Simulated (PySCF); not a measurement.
PySCF input file for 1-silylprop-2-en-1-one (C3H6OSi), SMILES C=CC(=O)[SiH3], ωB97X-D3(BJ)/def2-SVP. 

```python
import numpy as np
from pyscf import gto, scf, dft
import os
os.environ['JAX_PLATFORMS'] = 'cpu'
from ase import Atoms, units
from ase.calculators.calculator import Calculator, all_changes
from sella import Sella

mol = gto.M(
    atom='''
    C    -2.45761988    0.03858296   -0.17501965
    C    -1.22799564   -0.40308625   -0.41081422
    C    -0.03917766    0.23004934    0.19977215
    O    -0.13592223    1.16267503    0.97548692
    Si    1.71721239   -0.42823608   -0.23520441
    H    -2.60973506    0.88038917    0.48218091
    H    -3.33386649   -0.40796080   -0.61464867
    H    -1.03769386   -1.24261223   -1.06441204
    H     1.58494795   -1.54181320   -1.17715766
    H     2.45642497    0.67929841   -0.83317943
    H     2.33508608   -0.86667284    1.01255342
    ''',
    basis='def2-SVP',
    charge=0,
    spin=0,
    max_memory=1600,
    verbose=3,
)
mf = dft.RKS(mol, xc='wb97x-d3bj').density_fit(auxbasis='def2-universal-jkfit')
mf.grids.level = 3
mf.conv_tol = 1e-9
mf.max_cycle = 100
mf.kernel()
grad = mf.nuc_grad_method()
grad.grid_response = mol.nao <= 150
scan = grad.as_scanner()
scan.verbose = scan.base.verbose = 0
class SCF(Calculator):
    implemented_properties = ['energy', 'forces']
    def calculate(self, atoms=None, properties=None, system_changes=all_changes):
        super().calculate(atoms, properties, system_changes)
        e, g = scan(mol.set_geom_(self.atoms.positions, unit='Angstrom', inplace=False))
        assert scan.converged
        self.results = {'energy': float(e) * units.Hartree, 'forces': -np.asarray(g) * units.Hartree / units.Bohr}
atoms = Atoms(mol.elements, mol.atom_coords(unit='Angstrom'), calculator=SCF())
conv = Sella(atoms, order=0, internal=True, allow_fragments=True).run(fmax=0.002, steps=150)
mol_eq = mol.set_geom_(atoms.positions, unit='Angstrom', inplace=False)
print(mol_eq.tostring(format='xyz'))
mf.reset(mol_eq)
mf.verbose = 3
mf.kernel()
```

Log of the run:

```
converged SCF energy = -482.454212382245
     Step          Energy         fmax         cmax       rtrust          rho
Sella   0   -13128.247812       0.6411       0.0000       0.1000       1.0000
Sella   1   -13128.300843       0.6411       0.0000       0.1000       1.1426
Sella   2   -13128.304423       0.3161       0.0000       0.1000       0.5373
Sella   3   -13128.307511       0.3057       0.0000       0.1000       0.4725
Sella   4   -13128.309557       0.2489       0.0000       0.1000       1.1280
Sella   5   -13128.309856       0.0488       0.0000       0.1000       1.5062
Sella   6   -13128.310055       0.0285       0.0000       0.1000       1.1514
Sella   7   -13128.310085       0.0165       0.0000       0.1000       1.4948
Sella   8   -13128.310106       0.0130       0.0000       0.1000       1.1689
Sella   9   -13128.310108       0.0053       0.0000       0.1000       1.2345
11
XYZ from PySCF
C          -2.48668168        0.04793029       -0.15521881
C          -1.26523747       -0.41299225       -0.44324110
C          -0.05051526        0.21537704        0.16823683
O          -0.13565019        1.15516715        0.93769632
Si          1.72991959       -0.42653630       -0.22624488
H          -2.59424958        0.89227538        0.53414771
H          -3.39050753       -0.39177295       -0.58709044
H          -1.11596113       -1.25530290       -1.12769363
H           1.70571980       -1.57690611       -1.17756510
H           2.49872899        0.70119062       -0.82019394
H           2.35609503       -0.84781644        1.05672436
converged SCF energy = -482.456501708016
```

The run converged.

Cost: roughly 120 core-seconds.
